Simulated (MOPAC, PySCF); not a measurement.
C$_{3}$H$_{4}$O, SMILES `C(=CO)=C`, neutral singlet in the gas phase. 

Cartesian coordinates (Å):
```xyz
8

C      1.4659    -0.2005     0.4643
C      0.2983    -0.1199    -0.1057
C     -0.8678    -0.0440    -0.6859
O     -2.0100     0.4684    -0.1476
H      1.7591    -1.0726     1.0440
H      2.1977     0.5996     0.3819
H     -1.0235    -0.4035    -1.6967
H     -1.8197     0.7724     0.7457
```
Charge 0, multiplicity 1.

All levels are single points at this geometry (PBE0-D3(BJ)/def2-TZVP); Pople sets use spherical d functions. Orbital energies aren't observables, and empty levels follow the basis.

| level | HOMO (eV) | LUMO (eV) | gap (eV) | dipole (D) | vertical IE, Delta-SCF (eV) |
|---|---|---|---|---|---|
| PBE-D3(BJ)/def2-TZVP in PySCF | -5.40 | -1.32 | 4.08 | 1.13 | 8.81 |
| ωB97X-D3(BJ)/def2-TZVP in PySCF | -9.04 | 1.85 | 10.90 | 1.24 | 9.02 |
| B3LYP/3-21G in PySCF | -5.96 | 0.06 | 6.03 | 1.30 | – |
| B3LYP/6-311+G** in PySCF | -6.52 | -0.78 | 5.74 | 1.37 | – |
| B3LYP/6-31G* in PySCF | -6.05 | 0.01 | 6.06 | 1.19 | 8.71 |
| BP86/6-31G* in PySCF | -5.11 | -0.90 | 4.21 | 1.13 | – |
| M06-2X/6-31G* in PySCF | -7.61 | 1.12 | 8.73 | 1.30 | – |
| PBE/6-31G* in PySCF | -5.00 | -0.81 | 4.19 | 1.11 | 8.57 |
| SVWN5/6-31G* in PySCF | -5.11 | -1.03 | 4.09 | 1.20 | 8.77 |
| HF/STO-3G in PySCF | -7.29 | 8.21 | 15.50 | 1.06 | – |
| AM1 in MOPAC | -9.39 | 1.01 | 10.40 | 1.14 | – |
| PM3 in MOPAC | -9.40 | 0.89 | 10.29 | 1.08 | – |
| PM6 in MOPAC | -9.38 | 0.58 | 9.96 | 1.45 | – |
